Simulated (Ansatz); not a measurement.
Harmonic frequencies (cm⁻¹) at PBE0-D4/def2-TZVP from Ansatz: 78, 152, 199, 242, 306, 315, 432, 466, 512, 652, 796, 808, 911, 1018, 1086, 1122, 1146, 1236, 1307, 1396, 1420, 1479, 1480, 2379, 2408, 3050, 3096, 3130, 3146, 3823.

Each molecule was computed in one conformer, which needn't be the lowest.

(1) Which molecule is it?
A. `CC(O)SP`
B. `BC(=C=N)OC`
C. `C[B](C)[GaH2]`
D. `C=NCS[SiH3]`

Answers

(1) A.
